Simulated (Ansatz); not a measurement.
Start from `N=CB(O)Cl` and change one atom or group to get `O[B](Cl)[GaH2]`.

Ansatz, PBE0-D4/def2-TZVP geometries, multiplicity 1. Each molecule was computed in one conformer, which needn't be the lowest.

Scalar relativity is left out up to krypton.

```json
{"property": "size of the dipole moment (B3LYP/def2-TZVPP) / D", "`N=CB(O)Cl`": "2.84"}
{"property": "zero-point energy (PBE0-D4/def2-TZVP) / kJ/mol", "`N=CB(O)Cl`": "137.7"}
{"property": "HOMO–LUMO gap (ωB97M-V/def2-TZVPP) / eV", "`N=CB(O)Cl`": "10.35"}
{"property": "HOMO–LUMO gap (B3LYP/def2-TZVPP) / eV", "`N=CB(O)Cl`": "5.29"}
{"property": "HOMO energy (PBE/def2-TZVPP) / eV", "`N=CB(O)Cl`": "-6.09"}
{"property": "ideal-gas entropy at 298 K and 1 bar (rigid rotor, harmonic PBE0-D4/def2-TZVP) / J/(mol·K)", "`N=CB(O)Cl`": "316"}
```

Problem. Give the same properties after the change, and the shifts. (An estimate is asked.)

Solution. Ansatz gave: 
```csv
property,`O[B](Cl)[GaH2]`,shift
size of the dipole moment (B3LYP/def2-TZVPP) / D,1.45,-1.39
zero-point energy (PBE0-D4/def2-TZVP) / kJ/mol,87.5,-50.2
HOMO–LUMO gap (ωB97M-V/def2-TZVPP) / eV,9.73,-0.62
HOMO–LUMO gap (B3LYP/def2-TZVPP) / eV,5.44,0.15
HOMO energy (PBE/def2-TZVPP) / eV,-6.48,-0.39
"ideal-gas entropy at 298 K and 1 bar (rigid rotor, harmonic PBE0-D4/def2-TZVP) / J/(mol·K)",338,22
```

The zero-point energy changes by -50.2 kJ/mol with -3 modes. Dipoles are sizes alone; their direction can turn.

B3LYP here is the variant with VWN-RPA as its local correlation; programs differ in this.
